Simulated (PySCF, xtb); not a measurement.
tellurium hexafluoride anion (F6Te), SMILES F[Te](F)(F)(F)(F)F (connectivity only; charge and spin as stated), charge -1, multiplicity 2.

Harmonic wavenumbers (cm⁻¹) from GFN2-xTB (xtb) at its own minimum, in rising order: 49, 50, 155, 157, 166, 166, 233, 234, 236, 340, 341, 401, 426, 426, 455.

**Question.** What does PBE0-D3(BJ)/def2-SVPD in PySCF 2.14.0 give at its own minimum? (The exact figures need the calculation; the answer reports its results.)

**Answer.** 136, 136, 136, 144, 144, 144, 210, 210, 210, 503, 503, 517, 517, 517, 558. Paired by order, the mean absolute difference is 70 cm⁻¹ and the zero-point energies are 5.5 and 6.6 kcal/mol.
